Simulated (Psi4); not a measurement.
Method: SAPT0/jun-cc-pVDZ, frozen core in Psi4 1.11.

Psi4 input:

```
molecule {
0 1
Si 0.00000022 0.00000125 0.00000476
H -0.17376253 1.22301610 -0.81575731
H -0.75620736 0.13910612 1.26500943
H 1.43643928 -0.19160046 0.30226258
H -0.50646961 -1.17052301 -0.75151946
--
0 1
F -3.40892966 0.45191358 -0.71857885
H -2.51200695 0.33241067 -0.52908146
units angstrom
symmetry c1
no_reorient
no_com
}
set basis jun-cc-pvdz
set scf_type df
set freeze_core true
energy('sapt0')
```

Part of the output:

```
    SAPT Results
  --------------------------------------------------------------------------------------------------------
    Electrostatics                  4.20958114 [mEh]       2.64155205 [kcal/mol]      11.05225377 [kJ/mol]
      Elst10,r                      4.20958114 [mEh]       2.64155205 [kcal/mol]      11.05225377 [kJ/mol]

    Exchange                        2.69609621 [mEh]       1.69182591 [kcal/mol]       7.07859963 [kJ/mol]
      Exch10                        2.69609621 [mEh]       1.69182591 [kcal/mol]       7.07859963 [kJ/mol]
      Exch10(S^2)                   2.69120551 [mEh]       1.68875695 [kcal/mol]       7.06575909 [kJ/mol]

    Induction                      -1.63818305 [mEh]      -1.02797538 [kcal/mol]      -4.30104899 [kJ/mol]
      Ind20,r                      -2.07641038 [mEh]      -1.30296719 [kcal/mol]      -5.45161471 [kJ/mol]
      Exch-Ind20,r                  0.75186036 [mEh]       0.47179950 [kcal/mol]       1.97400911 [kJ/mol]
      delta HF,r (2)               -0.31363303 [mEh]      -0.19680769 [kcal/mol]      -0.82344339 [kJ/mol]

    Dispersion                     -1.22233572 [mEh]      -0.76702724 [kcal/mol]      -3.20924198 [kJ/mol]
      Disp20                       -1.32073850 [mEh]      -0.82877592 [kcal/mol]      -3.46759846 [kJ/mol]
      Exch-Disp20                   0.09840279 [mEh]       0.06174868 [kcal/mol]       0.25835648 [kJ/mol]
      Disp20 (SS)                  -0.66036925 [mEh]      -0.41438796 [kcal/mol]      -1.73379923 [kJ/mol]
      Disp20 (OS)                  -0.66036925 [mEh]      -0.41438796 [kcal/mol]      -1.73379923 [kJ/mol]
      Exch-Disp20 (SS)              0.05302648 [mEh]       0.03327462 [kcal/mol]       0.13922101 [kJ/mol]
      Exch-Disp20 (OS)              0.04537631 [mEh]       0.02847406 [kcal/mol]       0.11913548 [kJ/mol]

  Total HF                          5.26749431 [mEh]       3.30540258 [kcal/mol]      13.82980441 [kJ/mol]
  Total SAPT0                       4.04515859 [mEh]       2.53837534 [kcal/mol]      10.62056242 [kJ/mol]
```
